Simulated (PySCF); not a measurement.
All of these have the formula C8H8. Method: TDDFT CAM-B3LYP/def2-SVPD, vertical, gas phase, core orbitals frozen in the response in PySCF 2.14.0, density-fitted response routines. Geometries: GFN2-xTB; one conformer of each isolated species. Triplets are in the Tamm–Dancoff approximation.

A. `C#CC(=C)[C@@H]1[C@@H]2C[C@@H]21`
B. `CC#CC#CC1CC1`
C. `C#CC#CC(=C)CC`
D. `C1=CC2C=CC1C=C2`

Lowest singlet levels (six at most, fewer where fewer were computed) with oscillator strengths:

1. 270 nm (f 0.000); 254 nm (f 0.008); 249 nm (f 0.001); 196 nm (f 0.001); 189 nm (f 0.002); 180 nm (f 0.008); T1 3.87 eV
2. 225 nm (f 0.003); 217 nm (f 0.209); 198 nm (f 0.016); 194 nm (f 0.001); 177 nm (f 0.004); 173 nm (f 0.071); T1 3.52 eV
3. 286 nm (f 0.000); 273 nm (f 0.125); 267 nm (f 0.000); 198 nm (f 0.815); 188 nm (f 0.006); 183 nm (f 0.000); T1 3.05 eV
4. 243 nm (f 0.000 summed over 2 states); 205 nm (f 0.000); 197 nm (f 0.000); 193 nm (f 0.000 summed over 2 states); 180 nm (f 0.000) [of 8 roots; the last level is left out, as the window may have cut its degenerate partner]; T1 3.60 eV

Task: Which spectrum belongs to which structure?

Result: 1 = B, 2 = A, 3 = C, 4 = D.
- A: S1 at 5.50 eV, HOMO-1→LUMO (52%), HOMO-2→LUMO (38%); Löwdin shares by element: HOMO carbon 86% or more; LUMO carbon 76% or more (atoms not listed hold the other 24%); HOMO -8.22 and LUMO 0.33 eV.
- B: S1 at 4.59 eV, HOMO→LUMO (85%); Löwdin shares by element: HOMO carbon 77% or more (atoms not listed hold the other 23%); LUMO carbon 64% or more (atoms not listed hold the other 36%); HOMO -7.67 and LUMO 0.89 eV.
- C: S1 at 4.34 eV, HOMO-1→LUMO (87%); Löwdin shares by element: HOMO carbon 68% or more (atoms not listed hold the other 32%); LUMO carbon 62% or more (atoms not listed hold the other 38%); HOMO -7.97 and LUMO -0.43 eV.
- D: S1 at 5.09 eV, HOMO→LUMO/LUMO+1 (98%); Löwdin shares by element: HOMO carbon 62% or more (atoms not listed hold the other 38%); LUMO (one of a set within 0.03 eV) carbon 57% or more (atoms not listed hold the other 43%); HOMO -7.35 and LUMO 0.97 eV; point group D3h, 7 of its 7 listed states under f = 0.0005.

A slash joins orbitals within 0.01 eV of each other, whose weights are summed (≥ marks a lower bound).
